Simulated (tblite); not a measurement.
Q: What does the GFN2-xTB structure of InChI=1S/C8H9PS/c10-9-6-5-7-3-1-2-4-8(7)9/h1-4,9H,5-6H2 look like in three dimensions?

A: 
```xyz
19
C8H9PS angstrom
S     -1.9209   -3.0093   -0.8528
P     -1.4173   -1.5072    0.2461
C     -2.3094    0.1011    0.0803
C     -1.3001    1.1836    0.4755
C      0.0741    0.6811    0.1286
C      1.1968    1.4660   -0.0618
C      2.4070    0.8652   -0.3765
C      2.5059   -0.5115   -0.5056
C      1.3902   -1.3093   -0.3141
C      0.1890   -0.7042    0.0108
H     -1.4567   -1.7300    1.6331
H     -2.5855    0.1864   -0.9768
H     -3.2257    0.1297    0.6723
H     -1.3479    1.3629    1.5538
H     -1.5131    2.1289   -0.0267
H      1.1299    2.5408    0.0251
H      3.2804    1.4803   -0.5346
H      3.4531   -0.9622   -0.7605
H      1.4402   -2.3832   -0.4238
```

Any rigid rotation of these coordinates is as good. Atoms count from 1 in this order. The 6-membered ring C5–C6–C7–C8–C9–C10 has internal angles of 118.7° to 121.7°; it is planar, 0.00 Å rms from its mean plane, widest ring torsion 1°. The C–C distances run from 1.383 Å (C5–C6, aromatic) to 1.532 Å (C3–C4, drawn single), a spread of 0.149 Å. P2 (phosphorus bonded to 2 C, S and H) has angles from 91.8° to 120.2°. The 5-membered ring P2–C3–C4–C5–C10 has internal angles of 91.8° to 115.2° (sum 532°, against 540° for a flat polygon); it is puckered, 0.14 Å rms from its mean plane, widest ring torsion 30°.

Bonds between heavy atoms (Å): S1=P2 1.928, P2–C3 1.847, C3–C4 1.532, C4–C5 1.504, C5–C6 1.383, C6–C7 1.387, C7–C8 1.386, C8–C9 1.385, C9–C10 1.384, P2–C10 1.811, C5–C10 1.395.

The geometry is computed with GFN2-xTB (gas phase).

Point group: C1 (no symmetry element, even within 0.4 Å). Its GFN2-xTB frequencies are all real (lowest 72 cm⁻¹). The numbers are those of one conformer (S1–P2–C3–C4 -152°, P2–C3–C4–C5 30°, C3–C4–C5–C6 159°, S1–P2–C10–C9 -36°).

Hardware: an Arm Neoverse V1 with one thread, no GPU, on a shared host. That covers the optimisation of the geometry.
